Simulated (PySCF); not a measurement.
C6H8F3 (charge +1).
SMILES with atom numbers: `[CH3:1][C+:2]([CH3:3])/[CH:4]=[CH:5]\[C:6]([F:7])([F:8])[F:9]` (hydrogens: H10, H11, H12 on C1; H13, H14, H15 on C3; H16 on C4; H17 on C5)

Structure used (GFN2-xTB), in Å, numbered top down from 1:
```xyz
17
C6H8F3 angstrom
C     -2.1541   -0.5928   -0.2663
C     -0.8771    0.0607   -0.0465
C     -0.5031    1.1916   -0.8628
C     -0.0746   -0.4212    1.0446
C      1.2588   -0.4879    1.1672
C      2.2656   -0.1464    0.0894
F      3.4501   -0.6639    0.3483
F      2.4033    1.1836   -0.0280
F      1.8703   -0.5913   -1.1169
H     -2.1692   -1.6315    0.0644
H     -2.9040   -0.0720    0.3471
H     -2.5012   -0.4931   -1.2950
H      0.0847    0.8094   -1.7138
H      0.1481    1.9078   -0.3611
H     -1.3673    1.6795   -1.3148
H     -0.6509   -0.8421    1.8652
H      1.7134   -0.8783    2.0690
```

Method used: TDDFT PBE0/def2-SVPD, vertical, gas phase, core orbitals frozen in the response in PySCF.

Transition dipole moments from the ground state, in atomic units and in the frame of the coordinates above (overall signs are arbitrary), for the states with f of 0.002 or more among the lowest 6:

```csv
state,E (hartree),μx,μy,μz
S1,0.1611,-1.173,0.265,-0.555
S2,0.1774,0.365,-0.063,0.203
S3,0.1947,-0.135,0.020,-0.086
S4,0.2097,0.150,-0.035,0.220
S5,0.2152,0.343,0.117,0.013
S6,0.2311,0.338,0.213,-0.127
```

**Question.** What oscillator strength does each state have?

**Answer.** f = (2/3) ΔE |μ|² with ΔE in hartree (27.2114 eV).

```tsv
state	|μ|² (au)	|μ| (D)	f
S1	1.753	3.37	0.188
S2	0.178	1.07	0.021
S3	0.026	0.41	0.003
S4	0.072	0.68	0.010
S5	0.132	0.92	0.019
S6	0.176	1.07	0.027
```

**Question.** What angle do the transition dipoles of S1 and S4 make?

**Answer.** |cos θ| = |μa·μb| / (|μa| |μb|) = 0.86, so θ ≈ 30° (taken between 0 and 90°, since the signs are arbitrary).

**Question.** How is the summed strength of these states shared among x, y and z?

**Answer.** (2/3) Σ ΔE μα² gives 0.203 for x, 0.017 for y and 0.048 for z, 0.269 in all.

**Question.** What peak molar absorption coefficient would the strongest computed level give as a lone Gaussian band 0.3 eV wide at half height?

**Answer.** ε(max) = 2.175×10⁸ f / FWHM, with the width in cm⁻¹. S1: 2.175×10⁸ × 0.1883 / 2420 ≈ 17000 L mol⁻¹ cm⁻¹.

The run took 87 s wall on one thread of an Arm Neoverse N1, no GPU (shared host), and the process peaked at 1.0 GiB of memory.
